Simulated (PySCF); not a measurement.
Several structures and their simulated spectra, in scrambled order.

A. SMILES [Si@@H](OC)(O)n1ccc(O)c1
B. SMILES CC/C=N/N=C\C(F)(F)F
C. SMILES CN(C)C/P=P/N(C)C

Spectrum 1. $^{1}$H NMR (500 MHz, computed): δ 6.31 (t, 1H), 6.08 (m, 1H), 2.34 (m, 2H), 1.19 (t, 3H). $^{13}$C{$^{1}$H} NMR (computed): δ 129.3 (C), 128.0 (CH), 112.3 (CH), 33.4 (CH2), 14.1 (CH3).

Spectrum 2. $^{1}$H NMR (500 MHz, computed): δ 3.52 (m, 2H), 3.31 (m, 6H), 2.24 (s, 6H). $^{13}$C{$^{1}$H} NMR (computed): δ 58.9 (CH2), 48.0 (CH3), 47.5 (CH3).

Spectrum 3. $^{1}$H NMR (500 MHz, computed): δ 6.47 (m, 1H), 6.19 (m, 1H), 6.18 (m, 1H), 4.85 (s, 1H), 4.14 (s, 3H), 3.50 (br s, 1H), 2.32 (br s, 1H). $^{13}$C{$^{1}$H} NMR (computed): δ 155.3 (C), 121.6 (CH), 107.2 (CH), 104.2 (CH), 53.7 (CH3).

[PySCF: shieldings: GIAO PBE0/pcSseg-1; geometry: GFN2-xTB; fast rotation and ring inversion assumed for equivalent nuclei; one conformer; non-relativistic Hamiltonian; gas phase]

References, each an isolated molecule treated in the same way: $^{1}$H (σref 31.72) and $^{13}$C (σref 186.93) against TMS. Splittings of carbon signals by F and P are missing where no couplings were computed. Where no couplings were computed, multiplicities follow the n + 1 count of equivalent neighbours, and m marks all less simple cases (inequivalent or close neighbours, rings, F or P nearby). Shifts are as computed. Against solution values, carbons near 30 ppm lie about +3 ppm off and those near 130 ppm about +5 ppm. Of 1211 compounds with measured shifts, 218 miss one by over three times the rms of a fit or turn the order of signals round; such compounds aren't used in these exercises. OH and NH positions are gas-phase values without hydrogen bonding to other molecules.

Question: Which spectrum belongs to which compound?

Answer: 1–B, 2–C, 3–A.

- Spectrum 1 (B): 5 $^{13}$C signals; δC 129.3 is a CF3 carbon; δC 33.4 is an sp3 CH2.
- Spectrum 2 (C): 3 $^{13}$C signals; δC 58.9 is an sp3 CH2 bonded to N and P; δC 48.0 is a methyl carbon bonded to N.
- Spectrum 3 (A): 5 $^{13}$C signals; δC 155.3 is an aromatic carbon bearing oxygen; δC 107.2 is an aromatic CH.
